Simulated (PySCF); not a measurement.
A structure optimised at PBE-D3(BJ)/def2-SVP, used in a PySCF frequency run:

```xyz
13

Al    -0.4238     0.3847     0.0000
Cl     1.6820     0.7468     0.0000
C     -1.5973     1.9520     0.0000
H     -1.4032     2.5891     0.8891
H     -1.4032     2.5891    -0.8891
H     -2.6733     1.6829     0.0000
C     -1.0162    -1.4913     0.0000
C      0.0644    -2.5821     0.0000
H     -1.6954    -1.6061     0.8776
H     -1.6954    -1.6061    -0.8776
H      0.7252    -2.5060    -0.8877
H      0.7252    -2.5060     0.8877
H     -0.3703    -3.6043     0.0000
```
Charge 0, spin multiplicity 1.

Problem. Write its SMILES, formula and point group.

Solution. C[CH2][Al]([CH3])[Cl], C₃H₈AlCl, Cs

Problem. What are its rotational constants (standard atomic weights)?

Solution. 2.9959, 2.2015, 1.2999 GHz
